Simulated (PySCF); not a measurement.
C₃H₈N, SMILES CN(C)[CH2], multiplicity 2. Atoms are numbered in the order given.

```xyz
12

C      0.0994     1.4369     0.0000
N     -0.1924     0.0791     0.0000
C      0.0313    -0.6617     1.2226
C      0.0313    -0.6617    -1.2226
H     -0.0671     1.9722    -0.9467
H     -0.0671     1.9722     0.9467
H      1.1141    -0.8815     1.4063
H     -0.3461    -0.0808     2.0880
H     -0.5136    -1.6274     1.1893
H     -0.3461    -0.0808    -2.0880
H     -0.5136    -1.6274    -1.1893
H      1.1141    -0.8815    -1.4063
```
Charge 0, spin multiplicity 2.

Geometry optimised at PBE-D3(BJ)/def2-SVP. The isomer is the one that the SMILES or the coordinates give; other isomers of the formula were not compared.

These are PBE-D3(BJ)/def2-SVP in PySCF values and carry that method's errors.

No scaling factor is applied to the harmonic values.

| mode | ν (cm⁻¹) | IR (km/mol) | moving atoms (share of kinetic energy) |
|---|---|---|---|
| 1 | 201 | 0.1 | H 91 %, C 8 % |
| 2 | 206 | 0.5 | H 98 % |
| 3 | 280 | 13.5 | N 56 %, H 32 %, C 12 % |
| 4 | 346 | 6.1 | H 96 % |
| 5 | 414 | 1.1 | C 45 %, H 44 %, N 10 % |
| 6 | 432 | 1.7 | C 48 %, H 42 %, N 10 % |
| 7 | 598 | 50.8 | H 72 %, C 26 % |
| 8 | 851 | 8.1 | C 73 %, H 22 % |
| 9 | 1027 | 1.2 | H 75 %, C 22 % |
| 10 | 1045 | 4.5 | H 66 %, C 29 % |
| 11 | 1069 | 12.0 | H 74 %, C 24 % |
| 12 | 1096 | 6.2 | H 63 %, C 36 % |
| 13 | 1117 | 14.6 | H 67 %, C 21 %, N 12 % |
| 14 | 1302 | 29.9 | N 52 %, H 24 %, C 23 % |
| 15 | 1347 | 10.5 | H 66 %, N 27 % |
| 16 | 1373 | 1.2 | H 85 %, C 14 % |
| 17 | 1390 | 2.4 | H 75 %, C 21 % |
| 18 | 1396 | 7.7 | H 97 % |
| 19 | 1408 | 21.4 | H 95 % |
| 20 | 1417 | 9.6 | H 87 %, C 13 % |
| 21 | 1420 | 7.2 | H 94 % |
| 22 | 1483 | 21.5 | H 51 %, N 30 %, C 19 % |
| 23 | 2871 | 75.0 | H 95 % |
| 24 | 2881 | 138.7 | H 95 % |
| 25 | 3002 | 50.6 | H 93 % |
| 26 | 3004 | 11.5 | H 93 % |
| 27 | 3060 | 11.0 | H 90 %, C 10 % |
| 28 | 3060 | 21.7 | H 90 %, C 10 % |
| 29 | 3069 | 12.4 | H 96 % |
| 30 | 3192 | 14.5 | H 89 %, C 11 % |
